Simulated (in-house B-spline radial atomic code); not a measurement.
How numerical settings move a run on Fe, [Ar] 3d6 4s2. Computed with an all-electron radial atomic-structure program (B-spline basis): non-relativistic PBE, spin-polarised, spherical fractional occupations, point nucleus.

Command:
```bash
python run_scf.py task.json out
```
Settings of the sound reference run:
```
Z                26
electrons        26
configuration    [Ar] 3d6 4s2
hamiltonian      nr
method           pbe,pbe
spin_polarised   True
knot_spacing     0.22
spline_order     8
gauss_points     12
box_radius       50
max_iterations   70
damping          0.5
damped_steps     3
diis_vectors     10
tolerance        1e-08
start            Thomas-Fermi
```

Run time, properties included: 0.15 s on 1 thread of Intel(R) Xeon(R) 6975P-C, on a shared host.

It converges in 11 iterations to -1263.432121 hartree, with 4s down at -4.7819 eV. The other runs change the listed settings, some to values that make no sense; their results aren't properties of the atom or ion. Radii are in bohr (the nuclear one in fm), a minus after a letter asks for a j subshell, and «unchanged» means within 1e-8 hartree. The run stops when the residual is below 10 × tolerance × max(1, Z/10), or a noise floor if that is larger, and the energy moves by less than 1e-8 × √|E| hartree; so very loose and very tight tolerances often act alike.

```tsv
changed settings	outcome
knot_spacing = 0.15	converged in 11 iterations, energy -1.41e-06 hartree from the reference, 4s down level -2.6e-06 eV
knot_spacing = 0.75, spline_order = 7, first_knot = 0.0385, max_iterations = 60	converged in 11 iterations, energy +9.84e-01 hartree from the reference, 4s down level +6.3e-04 eV
knot_spacing = 0.15, first_knot = 0.000385, max_iterations = 100	converged in 10 iterations, energy -1.39e-06 hartree from the reference, 4s down level -2.9e-06 eV
electrons = 34, configuration = [Ar] 3d6 4s2 6s2 6p6, max_iterations = 60	not converged after 60 iterations, last residual 3.1e-02
tolerance = 1e-06	converged in 10 iterations, energy unchanged
damped_steps = 1	converged in 11 iterations, energy unchanged, 4s down level -1.0e-05 eV
max_iterations = 3, damped_steps = 0, diis_vectors = 4	not converged after 3 iterations, last residual 1.2e-01, last energy +4.95e-01 hartree from the reference
knot_spacing = 0.4	converged in 11 iterations, energy +1.48e-04 hartree from the reference, 4s down level +6.9e-05 eV
knot_spacing = 0.1	converged in 10 iterations, energy -1.57e-06 hartree from the reference, 4s down level -3.2e-06 eV
damped_steps = 0	converged in 11 iterations, energy unchanged, 4s down level -1.0e-06 eV
damped_steps = 8	converged in 15 iterations, energy unchanged, 4s down level +3.8e-07 eV
knot_spacing = 1	converged in 11 iterations, energy +4.20e+00 hartree from the reference, 4s down level +2.0e-01 eV
hamiltonian = dirac, method = hf, nucleus = fermi, rms_radius = 3.7377, mass_number = 56, atomic_mass = 55.93494, speed_of_light = 137.036	stopped with error: spin polarisation is not served with the Dirac Hamiltonian
knot_spacing = 0.3	converged in 11 iterations, energy +1.01e-05 hartree from the reference, 4s down level -1.1e-05 eV
knot_spacing = 0.55	converged in 11 iterations, energy +2.17e-02 hartree from the reference, 4s down level -2.0e-04 eV
```

(1) What happens with box_radius = 25, max_iterations = 60, damped_steps = 30, tolerance = 1e-10, start = bare nucleus?

(2) What happens with tolerance = 1e-13?

(3) What happens with damped_steps = 30?

(4) What happens with knot_spacing = 2?

## Answers

(1) Converged in 28 iterations, energy unchanged, 4s down level +7.3e-07 eV.

(2) Converged in 11 iterations, energy unchanged.

(3) Converged in 24 iterations, energy unchanged, 4s down level +8.8e-07 eV.

(4) Converged in 11 iterations, energy +9.61e+01 hartree from the reference, 4s down level +1.2e+00 eV (the program warns: 2s up reaches the box edge; 2s down reaches the box edge).
